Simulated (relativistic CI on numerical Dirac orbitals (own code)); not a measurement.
Ce2+ (4f2) in a crystal field

Calculated by Dirac-Coulomb-Breit CI, KLI orbitals optimised for each configuration, model QED (radiative potential, 1s self-energy scaled to tabulated hydrogen-like ionisation energies), valence Slater integrals scaled by 0.8, one configuration in a parametric crystal field (own radial code).

Field parameters in Wybourne normalisation. The field is a parameter set, without covalency.

S is read from ⟨S²⟩ = S(S + 1).

Levels (cm⁻¹, degeneracy): 0 (1), 13 (2), 29 (2), 36 (1), 41 (1), 108 (2), 1463 (1), 1472 (2), 1483 (2), 1486 (1), 1487 (1), 1499 (2).

Problem. Which field gives this pattern?
A. D3h, B20 = 420, B40 = -430, B60 = 160, B66 = -60 cm⁻¹
B. D3h, B20 = -160, B40 = -440, B60 = 40, B66 = 180 cm⁻¹
C. D3h, B20 = -150, B40 = -260, B60 = 20, B66 = 160 cm⁻¹

Solution. C. D3h, B20 = -150, B40 = -260, B60 = 20, B66 = 160 cm⁻¹, ground level with S = 0.98.
